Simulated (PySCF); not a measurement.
Job for PySCF: R-M06-2X/def2-TZVPP on H4SeSi (SMILES [SiH3][SeH]), a point of a torsion scan.

```python
from pyscf import gto, dft

mol = gto.M(
    atom='''
    Si   -0.63030691    0.02643550   -0.00718272
    Se    1.51845648    0.81016669   -0.07182677
    H    -0.76844868   -0.73237278    1.22908972
    H    -1.50752831    1.18967014   -0.03208492
    H    -0.79834284   -0.81183119   -1.18625212
    H     1.90198299    0.15926807   -1.28944400
    ''',
    basis='def2-tzvpp',
    charge=0, spin=0, verbose=4, max_memory=1800)
mf = dft.RKS(mol, xc='m062x').density_fit(auxbasis='def2-universal-jkfit')
mf.grids.level = 4
mf.conv_tol = 1e-9
mf.max_cycle = 150
mf.kernel()
mf.dip_moment()
```

Output:

```
PySCF version 2.14.0

[INPUT] verbose = 4
[INPUT] num. atoms = 6
[INPUT] num. electrons = 52
[INPUT] charge = 0
[INPUT] spin (= nelec alpha-beta = 2S) = 0
[INPUT] symmetry False subgroup None
[INPUT] Mole.unit = angstrom
[INPUT] Symbol           X                Y                Z      unit          X                Y                Z       unit  Magmom
[INPUT]  1 Si    -0.630306910000   0.026435500000  -0.007182720000 AA   -1.191107434321   0.049955854966  -0.013573373629 Bohr   0.0
[INPUT]  2 Se     1.518456480000   0.810166690000  -0.071826770000 AA    2.869466879271   1.530993159345  -0.135732923712 Bohr   0.0
[INPUT]  3 H     -0.768448680000  -0.732372780000   1.229089720000 AA   -1.452157545984  -1.383983975286   2.322642953318 Bohr   0.0
[INPUT]  4 H     -1.507528310000   1.189670140000  -0.032084920000 AA   -2.848815630928   2.248150743173  -0.060631711529 Bohr   0.0
[INPUT]  5 H     -0.798342840000  -0.811831190000  -1.186252120000 AA   -1.508649321107  -1.534138608480  -2.241691621485 Bohr   0.0
[INPUT]  6 H      1.901982990000   0.159268070000  -1.289444000000 AA    3.594226944681   0.300973032688  -2.436696012964 Bohr   0.0

nuclear repulsion = 159.341397596012
number of shells = 54
number of NR pGTOs = 230
number of NR cGTOs = 146
basis = def2-tzvpp
ecp = {}


******** <class 'pyscf.df.df_jk.DFRKS'> ********
method = DFRKS
initial guess = minao
damping factor = 0
level_shift factor = 0
DIIS = <class 'pyscf.scf.diis.CDIIS'>
diis_start_cycle = 1
diis_space = 8
diis_damp = 0
SCF conv_tol = 1e-09
SCF conv_tol_grad = None
SCF max_cycles = 150
direct_scf = False
XC library pyscf.dft.libxc version 7.1.2
    S. Lehtola, C. Steigemann, M. J. T. Oliveira, and M. A. L. Marques,  SoftwareX 7, 1–5 (2018)
XC functionals = m062x
    Y. Zhao and D. G. Truhlar,  Theor. Chem. Acc. 120, 215 (2008)
    Y. Zhao and D. G. Truhlar,  Theor. Chem. Acc. 120, 215 (2008)
radial grids:
    Treutler-Ahlrichs [JCP 102, 346 (1995); DOI:10.1063/1.469408] (M4) radial grids

becke partition: Becke, JCP 88, 2547 (1988); DOI:10.1063/1.454033
pruning grids: <function nwchem_prune>
grids dens level: 4
symmetrized grids: False
atomic radii adjust function: <function treutler_atomic_radii_adjust>
small_rho_cutoff = 0
Set gradient conv threshold to 3.16228e-05
Initial guess from minao.
tot grids = 121936
******** <class 'pyscf.df.df.DF'> ********
auxbasis = def2-universal-jkfit
init E= -2692.49879040883
  HOMO = -0.286865735520326  LUMO = -0.0162512901266307  gap/eV = 7.36379
cycle= 1 E= -2693.45098260016  delta_E= -0.952  |g|= 0.236  |ddm|= 1.82
  HOMO = -0.284044365353832  LUMO = 0.012426661948606  gap/eV = 8.06739
cycle= 2 E= -2693.46133074696  delta_E= -0.0103  |g|= 0.13  |ddm|= 0.342
  HOMO = -0.297220394099432  LUMO = 0.0236279526571155  gap/eV = 8.73073
cycle= 3 E= -2693.46596266315  delta_E= -0.00463  |g|= 0.0307  |ddm|= 0.149
  HOMO = -0.295819175300167  LUMO = 0.0231132107435007  gap/eV = 8.67859
cycle= 4 E= -2693.46617122071  delta_E= -0.000209  |g|= 0.0109  |ddm|= 0.027
  HOMO = -0.296368902907899  LUMO = 0.0235462017330447  gap/eV = 8.70533
cycle= 5 E= -2693.46618900148  delta_E= -1.78e-05  |g|= 0.00146  |ddm|= 0.0083
  HOMO = -0.29603956920735  LUMO = 0.0235652223669601  gap/eV = 8.69689
cycle= 6 E= -2693.46618960772  delta_E= -6.06e-07  |g|= 0.000477  |ddm|= 0.00193
  HOMO = -0.296125778012566  LUMO = 0.0235449874074266  gap/eV = 8.69868
cycle= 7 E= -2693.4661896683  delta_E= -6.06e-08  |g|= 7.7e-05  |ddm|= 0.000497
  HOMO = -0.296113978964119  LUMO = 0.0235484129275307  gap/eV = 8.69846
cycle= 8 E= -2693.46618967033  delta_E= -2.03e-09  |g|= 1.25e-05  |ddm|= 0.000115
  HOMO = -0.2961148866298  LUMO = 0.0235479194127892  gap/eV = 8.69847
cycle= 9 E= -2693.46618967038  delta_E= -5.64e-11  |g|= 1.97e-06  |ddm|= 1.98e-05
  HOMO = -0.296114774257443  LUMO = 0.0235478639694564  gap/eV = 8.69846
Extra cycle  E= -2693.46618967039  delta_E= -4.09e-12  |g|= 7.97e-07  |ddm|= 3.88e-06
converged SCF energy = -2693.46618967039
Dipole moment(X, Y, Z, Debye): -1.02914, -0.69555, -0.45741
```

Self-consistency was reached.

Cost: very roughly 23 core-seconds.
